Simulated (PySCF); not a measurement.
## A small calculation by hand: dipole moment from atomic charges

FGaH₄N₂, SMILES [NH2][Ga]([NH2])[F]. Atoms are numbered in the order given.

```xyz
8

Ga     0.0000     0.0000    -0.0134
F      0.0000     0.0000     1.7439
N     -1.6205    -0.0497    -0.8008
H     -1.7616     0.1705    -1.7781
H     -2.4593     0.1070    -0.2560
N      1.6205     0.0497    -0.8008
H      1.7616    -0.1705    -1.7781
H      2.4593    -0.1070    -0.2560
```

The structure is a stationary point at PBE0-D3(BJ)/def2-SVP. The structure was generated by enumeration; whether it is a known compound was not checked. One conformer was computed; it need not be the lowest.

Charges (e) from r2SCAN/def2-TZVP in PySCF:

| atom | ESP fit | IAO |
|---|---|---|
| Ga1 | 1.155 | 1.117 |
| F2 | -0.442 | -0.547 |
| N3 | -1.198 | -0.839 |
| H4 | 0.427 | 0.275 |
| H5 | 0.414 | 0.279 |
| N6 | -1.198 | -0.839 |
| H7 | 0.427 | 0.275 |
| H8 | 0.414 | 0.279 |

The dipole moment of the full density is 2.84 D.

### Question
What dipole moment does each set of point charges give, and which comes closer to that of the density?

### Answer

μ = Σ q r, and 1 e Å = 4.8032 D.
ESP fit: Σ q r = (0.000, 0.000, -0.598) e Å, |μ| = 2.87 D.
IAO: Σ q r = (0.000, 0.000, -0.746) e Å, |μ| = 3.58 D.
ESP fit comes closer in size. Point charges leave out the atoms' own dipoles (lone pairs, polarised bonds); fits to the potential absorb them, partitions of the density don't.
